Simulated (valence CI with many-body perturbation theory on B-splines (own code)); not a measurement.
# Rb¹⁵⁺: calculated level list

Level of theory: relativistic CI+MBPT: four valence electrons over a frozen Dirac-Fock core [Ar], radial functions for each j: 9 s, 9 p, 10 d, 8 f, 5 g, 3 h, 1 i, with the one-electron correlation potential Σ1 (screened to all orders), the two-electron term Σ2, the three-electron term Σ3, Breit, model QED; selected single and double excitations, second order for the rest (own B-spline code, finite nucleus).

No measured spectrum was set against this ion. As an estimate, terms of the open shell hold to 2 to 4 % of their energy, and close levels can change places. Core correlation moves these levels by up to 8000 cm⁻¹, and in measured spectra 5 to 20 % of such shifts remained as error; rates that hang on mixing are uncertain with them. Only levels of the ground parity were solved; by the run's estimate the other parity begins above the list, which can be wrong where configurations are misplaced.

Levels 1 to 34 of 34, with energies above the lowest level, 3d⁴ ⁵D_0. "Leading %" is the weight of the configuration and term that name the level; weights of strongly mixed levels are sums over their largest components and can fall short. Lifetimes count E1, E2, E3, M1 and M2 decay at the calculated energies, and are blank where another channel may lead or the interval is too uncertain; long ones can be off by a factor of two.

```tsv
No.	Configuration	Term	J	E (cm⁻¹)	Leading %	Second component	Lifetime
1	3d⁴	⁵D	0	0.0	92	8 % 3d⁴ ³P	
2	3d⁴	⁵D	1	3118	96	4 % 3d⁴ ³P	647 ms
3	3d⁴	⁵D	2	7466	98		222 ms
4	3d⁴	⁵D	3	12230	98		205 ms
5	3d⁴	⁵D	4	17070	95	4 % 3d⁴ ³F	334 ms
6	3d⁴	³P	0	52268	83	9 % 3d⁴ ¹S	1.83 ms
7	3d⁴	³H	4	58341	68	13 % 3d⁴ ³G	20.2 ms
8	3d⁴	³P	1	64927	93		2.29 ms
9	3d⁴	³H	5	65241	86	14 % 3d⁴ ³G	121 ms
10	3d⁴	³F	3	67715	50	48 % 3d⁴ ³G	5.61 ms
11	3d⁴	³H	6	69288	92	8 % 3d⁴ ¹I	843 ms
12	3d⁴	³F	2	69582	93	5 % 3d⁴ ¹D	6.12 ms
13	3d⁴	³F	4	73220	55	25 % 3d⁴ ³H	3.92 ms
14	3d⁴	³P	2	79208	85	14 % 3d⁴ ³D	4.84 ms
15	3d⁴	³G	4	81523	62	22 % 3d⁴ ¹G	13.8 ms
16	3d⁴	³G	3	82194	50	49 % 3d⁴ ³F	6.07 ms
17	3d⁴	³G	5	87268	86	14 % 3d⁴ ³H	13.3 ms
18	3d⁴	³D	3	94517	94		4.39 ms
19	3d⁴	³D	2	96882	72	12 % 3d⁴ ³P	3.39 ms
20	3d⁴	¹I	6	98376	92	8 % 3d⁴ ³H	8.84 ms
21	3d⁴	³D	1	99968	96		2.98 ms
22	3d⁴	¹G	4	105920	69	16 % 3d⁴ ³F	2.64 ms
23	3d⁴	¹S	0	111030	89	11 % 3d⁴ ³P	1.97 ms
24	3d⁴	¹D	2	122460	77	10 % 3d⁴ ³D	2.34 ms
25	3d⁴	¹F	3	133020	87	7 % 3d⁴ ³F	
26	3d⁴	³P	2	151880	94		2.97 ms
27	3d⁴	³F	4	155760	94	6 % 3d⁴ ¹G	
28	3d⁴	³F	2	158330	94		2.14 ms
29	3d⁴	³F	3	160230	90	9 % 3d⁴ ¹F	
30	3d⁴	³P	1	163440	99		
31	3d⁴	³P	0	169140	97		
32	3d⁴	¹G	4	178000	94	5 % 3d⁴ ³F	
33	3d⁴	¹D	2	230350	99		
34	3d⁴	¹S	0	296010	99
```

Names give the largest LS component (configuration and term), which can be under half, so a name can repeat, a term be missing and a line seem to break the LS rules; names also repeat where a configuration has a term twice.

The ionisation energy to 3d³ ⁴F3/2 of the next ion comes out as 550.08 eV (NIST: 550 ± 3 eV (theoretical)). All 34 levels together are meant to be complete up to 307950 cm⁻¹.
